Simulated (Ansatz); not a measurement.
C$_{2}$H$_{6}$FNSi, SMILES `C[Si@@H]1N[C@H]1F`, charge 0, multiplicity 1.

Task: Give a relaxed structure at PBE0-D4/def2-TZVP (Ansatz). (Best estimate.)

Result: Ansatz gave: 
```xyz
11

C    -0.2812    0.8058    1.5403
Si    0.6149   -0.1086    0.1943
N     0.3313    0.2097   -1.4511
C    -0.2597   -1.0451   -1.1411
F     0.2913   -2.1298   -1.8040
H    -0.2309    0.2477    2.4789
H     0.1772    1.7835    1.7121
H    -1.3301    0.9576    1.2796
H     2.0114   -0.4338    0.5667
H     0.0205    0.8499   -2.1615
H    -1.3447   -1.1369   -1.2140
```
This is one stationary point; other conformers may exist.
